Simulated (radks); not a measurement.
All-electron atom: Al II in [Ne] 3s1 3p1 (not the ground configuration). All-electron calculation, scalar-relativistic Kohn-Sham, LDA (Slater exchange, Perdew-Wang correlation), spin-polarised, spherical densities, finite nucleus; open shells are filled with parallel spins first; Fermi nuclear charge, rms radius 3.061 fm. Program: a radial shooting solver on a logarithmic mesh with Libxc functionals.

Local quantities along the radius. ELF = 1/(1 + alpha^2) is the electron localisation function; alpha = (tau - tau_W)/tau_unif compares the Pauli kinetic energy density with that of the uniform gas (summed over spins). tau is taken from the large components.

```
   r/bohr * ELF (the largest magnitude, 1, reaches the edge; | marks zero)
 0.004378 |                                                      *
  0.00561 |                                                      *
  0.00719 |                                                      *
 0.009287 |                                                      *
   0.0119 |                                                      *
  0.01525 |                                                      *
   0.0197 |                                                      *
  0.02525 |                                                      *
  0.03235 |                                                      *
  0.04179 |                                                      *
  0.05355 |                                                      *
  0.06862 |                                                      *
  0.08864 |                                                     *
   0.1136 |                                                *
   0.1456 |                              *
    0.188 |            *
    0.241 |            *
   0.3088 |                          *
   0.3989 |                                         *
   0.5111 |                                              *
    0.655 |                                              *
   0.8461 |                                        *
    1.084 |                 *
    1.389 |     *
    1.795 |                          *
      2.3 |                                             *
    2.947 |                                           *
    3.807 |                              *
    4.879 |          *
    6.252 |*
    8.076 *
```

On this mesh the ELF has minima near r = 0.21, 1.4 bohr, which separate the shells, and maxima near 0.58 (0.87), 2.6 (0.84).
